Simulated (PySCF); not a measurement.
A run with a changed setting

The sound run of [W3]+ (doublet) uses PySCF 2.14.0, UKS TPSS, W def2-SVP with ECP60; non-relativistic Hamiltonian with scalar-relativistic core potentials where named; density fitting; no spin-orbit coupling, grid (50, 194), threshold 1e-8 and 55 cycles at the relaxed geometry. This run, with dm0 from free metal ions and neutral atoms, differs:

```python
mol = gto.M(atom='''
W      1.31107    -0.00015     0.00000
W     -0.65540     1.18059    -0.00000
W     -0.65567    -1.18044    -0.00000''',
    basis={'W': 'def2-SVP'},
    ecp={'W': 'def2-SVP'},
    charge=1, spin=1)
mf = dft.UKS(mol, xc='TPSS')
mf.grids.atom_grid = (15, 26)
mf = mf.density_fit()  # fitting sets: W def2-universal-JKFIT
mf.conv_tol = 1e-08; mf.max_cycle = 55
mf.kernel(dm0)
mf.nuc_grad_method().kernel()
```

Task: What was changed, and how did it end?

Result: The integration grid was changed. It converged in 19 cycles, -3.644 eV from the sound run, largest force component 4.11 eV/Å. These settings are unsound on purpose: the numbers aren't the compound's.
```
init E= -199.089532418327
cycle= 1 E= -200.381154984485  delta_E= -1.29  |g|= 1.15  |ddm|= 3.55
cycle= 2 E= -194.900986631699  delta_E= 5.48  |g|= 3.03  |ddm|= 7.78
cycle= 3 E= -198.050994183756  delta_E= -3.15  |g|= 2.33  |ddm|= 7.31
cycle= 4 E= -200.954592015221  delta_E= -2.9  |g|= 0.369  |ddm|= 1.88
cycle= 5 E= -200.999936262426  delta_E= -0.0453  |g|= 0.244  |ddm|= 0.961
...
cycle= 17 E= -201.029005107394  delta_E= -4.12e-07  |g|= 0.000286  |ddm|= 0.00682
cycle= 18 E= -201.029005142981  delta_E= -3.56e-08  |g|= 0.000192  |ddm|= 0.00606
cycle= 19 E= -201.029005145454  delta_E= -2.47e-09  |g|= 2.37e-05  |ddm|= 0.00233
Extra cycle  E= -201.029005131964  delta_E= 1.35e-08  |g|= 0.000179  |ddm|= 0.000189
converged SCF energy = -201.029005131964  <S^2> = 0.78581744  2S+1 = 2.0355023
```

Started from ions, an open shell can land on another state than the sound run's, and that then enters the shifts.

Run from Python with OMP_NUM_THREADS=2; the lines above give its settings. Where DIIS fails, smearing, a level shift and second-order steps follow.
It took 6.5 s on 2 threads of Intel(R) Xeon(R) Platinum 8488C (Sapphire Rapids) (shared host).

No frequency check is given that shows the relaxed geometry to be a minimum. The relaxed state is spin-contaminated (spin squared 1.16 against 0.75). Open shells may have lower solutions than the one found.
